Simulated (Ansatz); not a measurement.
Ansatz (a quantum-chemistry and plane-wave program) input for C₂H₄F, SMILES C[CH]F, multiplicity 2, PBE/def2-TZVPD. Coordinates come from a B3LYP-D3(BJ)/def2-TZVP optimisation. The isomer is the one that the SMILES or the coordinates give; other isomers of the formula were not compared.

Ansatz 0.2 input:
```yaml
crystal:
  periodic: [false, false, false]
  atoms:
    - {symbol: C, position_ang: [-1.15201907, 0.16797135, -0.30593955]}
    - {symbol: C, position_ang: [0.30547845, 0.37784877, -0.22218412]}
    - {symbol: F, position_ang: [0.99043957, -0.55175587, 0.48413931]}
    - {symbol: H, position_ang: [-1.59718513, 0.92063640, -0.95766286]}
    - {symbol: H, position_ang: [-1.63669761, 0.24286671, 0.67852033]}
    - {symbol: H, position_ang: [-1.38456991, -0.82194033, -0.70736464]}
    - {symbol: H, position_ang: [0.78374024, 1.34931935, -0.20200449]}
basis:
  gaussian:
    orbitals: def2-TZVPD
hamiltonian:
  xc: {name: PBE}
magnetization: {spin_polarized: true, initial_magnetization: 1}
```

Output:

```
WARN ansatz: RAYON_NUM_THREADS=1 ignored (pool sized by the plan → 1); use --threads N
Functional definition: PBE
integrals: 0.04 GiB planned
749 factors; their error is unknown
mean field: 0.54 GiB planned
mean field evaluation 1: about -4843.3643 eV, gradient 4.0e1 eV
mean field evaluation 2: about -4834.7993 eV, gradient 5.4e1 eV
mean field evaluation 4: about -4850.7796 eV, gradient 6.2e0 eV
mean field evaluation 8: about -4850.8884 eV, gradient 9.8e-2 eV
mean field evaluation 16: about -4850.8600 eV, gradient 7.9e-5 eV
mean field -4850.85997795 eV, -178.2658161586 hartree, gradient 2.8e-5 eV, S^2 0.753056; 0 other end points of the search recorded, 0 dependent functions left out
reference -4850.86002469 eV, -178.2658178762 hartree; 13, 12 occupied and 137, 138 virtual orbitals, 749 factors
Total energy: -4850.86002469 eV, -178.2658178762 hartree
```

The calculation finished and met its thresholds.

Cost: very roughly 4 core-seconds.
